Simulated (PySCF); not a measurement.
Below is a simulated gas-phase Si 2p photoelectron spectrum of `O[SiH2]C(F)F`.

Every computed line was given a Gaussian of 0.7 eV full width at half maximum and an area set by the number of equivalent atoms (split 2:1 within a doublet); the highest printed point is 100. The calculation used delta-SCF UKS SCAN, pcX-2 on the ionised atom, pcseg-1 elsewhere, spin-free X2C (PySCF).

binding energy (eV), intensity and a bar:
```
    106.9          0 
    107.0          1 
    107.1          2 #
    107.2          5 #
    107.3         10 ###
    107.4         20 ######
    107.5         34 ##########
    107.6         52 ################
    107.7         72 ######################
    107.8         88 ###########################
    107.9         98 ##############################
    108.0        100 ##############################
    108.1         94 ############################
    108.2         85 ##########################
    108.3         76 #######################
    108.4         68 ####################
    108.5         61 ##################
    108.6         54 ################
    108.7         45 #############
    108.8         34 ##########
    108.9         24 #######
    109.0         15 ####
    109.1          8 ##
    109.2          4 #
    109.3          2 #
    109.4          1 
    109.5          0
```

Problem. How many maxima does the curve show, and how many computed lines lie under it?

Solution. The curve has 1 maximum (at 108.0 eV). Under it lie 2 lines from 1 inequivalent silicon site, drawn as a 2p3/2, 2p1/2 pair. At this width some lines have no maximum of their own.

Problem. Decompose the envelope and assign each component. Numbering: `[OH:1][SiH2:2][CH:3]([F:4])[F:5]`.

Solution. 
| position (eV) | relative area | line | atoms | environment |
| --- | --- | --- | --- | --- |
| 107.92 | 0.67 | Si 2p3/2 | Si2 | oxygen-bound silicon |
| 108.55 | 0.33 | Si 2p1/2 | Si2 | oxygen-bound silicon |

Problem. What are the centre and the root-mean-square width of the whole band?

Solution. The area-weighted mean of the lines is 108.13 eV. Their own spread about it is 0.29 eV (rms) and each Gaussian has σ = 0.7/2.355 = 0.30 eV; the variances add, which gives 0.42 eV.

Shake-up satellites, vibrational structure and lifetime widths aren't simulated. Spin–orbit coupling isn't in the SCF: each 2p doublet comes from a relaxed spin-free hole plus a matrix of the shell (mean-field spin–orbit coupling and the ground-state 2p splitting), with 2p3/2 averaged over its two sublevels. 2p1/2 minus 2p3/2 (ligand field included): Si 0.62 eV. Geometry: PBE0-D3(BJ)/def2-SVP, one conformer, isolated molecule.

The run took 24 s wall on one thread, Arm Neoverse V1, on a shared host.

The values belong to the conformer `[OH:1][SiH2:2][CH:3]([F:4])[F:5]`: O1–Si2–C3–F4 -51°, H–O1–Si2–C3 45°.
